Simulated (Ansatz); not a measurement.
Geometry optimisation, RKS LDA/def2-SVP in Ansatz.

The input (input.yaml):

```yaml
crystal:
  periodic: [false, false, false]
  atoms:
    - { symbol: B, position_ang: [0.1208, 1.405, -0.2683] }
    - { symbol: "N", position_ang: [0.8505, 0.2813, 0.3062] }
    - { symbol: Al, position_ang: [-0.2181, -1.295, 0.0113] }
    - { symbol: Cl, position_ang: [-2.38283, -1.17641, 0.59798] }
    - { symbol: H, position_ang: [0.052, 1.5904, -1.4702] }
    - { symbol: H, position_ang: [-0.8066, 1.9517, 0.3435] }
    - { symbol: H, position_ang: [0.9173, 0.4344, 1.3444] }
    - { symbol: H, position_ang: [0.37265, -2.47209, -0.77138] }
basis:
  gaussian: { orbitals: def2-SVP }
hamiltonian:
  xc: lda
relax:
  f_tol: 0.015
  max_steps: 40
```

Run as:

```bash
$ ansatz run input.yaml --threads 1 --pin off --max-ram 2048MiB --backend cpu --events-out ev --progress --plain --runs-dir out
```

Where does it end, and by what steps?

It converged. After 15 steps the energy has fallen by 1.560 eV; H6 moved furthest, 1.22 Å. Joined: B1–Al3.

```csv
step,energy less start (eV),largest force component (eV/Å),accepted
0,0.0000,2.251,yes
1,-0.4849,1.355,yes
2,-0.7482,0.939,yes
3,-0.9124,0.569,yes
4,-1.0635,0.396,yes
5,-1.2008,0.595,yes
6,-1.3032,0.633,yes
7,-1.3990,1.352,yes
8,-1.4821,0.560,yes
9,-1.5049,0.653,yes
10,-1.5386,0.396,yes
11,-1.5565,0.155,yes
12,-1.5571,0.166,yes
13,-1.5597,0.035,yes
14,-1.5599,0.015,yes
15,-1.5599,0.011,yes
```

```xyz
8
Properties=species:S:1:pos:R:3
B 0.055 1.241 -0.145
N 0.407 0.341 0.829
Al -0.330 -1.008 -0.159
Cl -2.262 -1.649 0.365
H -0.483 0.659 -1.149
H 0.154 2.449 -0.224
H 0.834 0.579 1.726
H 0.531 -1.892 -1.150
```

Time of the run: 30 s on 1 thread of Arm Neoverse V2, with other jobs on the host, peak memory 0.26 GiB.
